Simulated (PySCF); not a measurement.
Delta-SCF ions had no search for a lower state. Excitations are Tamm–Dancoff values on a coarser integration grid. The basis has no diffuse functions, so Rydberg states are missing or too high.

Cartesian coordinates (Å):
SMILES: C#CS
```xyz
5

C      1.1486     0.4775    -0.0769
C      0.1030    -0.1181    -0.0596
S     -1.2984    -1.0357     0.0609
H      2.0679     1.0131    -0.1017
H     -2.0211    -0.3367    -0.8335
```
Charge 0, multiplicity 1.

### Question
What dipole moment, S1–T1 gap (TDA), total energy, vertical ionisation energy (Delta-SCF), S1 excitation (TDA), HOMO–LUMO gap, LUMO and T1 excitation (TDA) does TPSSh-D3(BJ)/def2-TZVP // PBE0-D3(BJ)/def2-TZVP (PySCF 2.14.0) give?

### Answer

```yaml
dipole_moment: 0.84 D
S1–T1 gap (TDA): 0.43 eV
total_energy: -12941.52 eV
vertical ionisation energy (Delta-SCF): 9.18 eV
S1 excitation (TDA): 4.88 eV
HOMO–LUMO gap: 5.58 eV
LUMO: -0.74 eV
T1 excitation (TDA): 4.45 eV
```
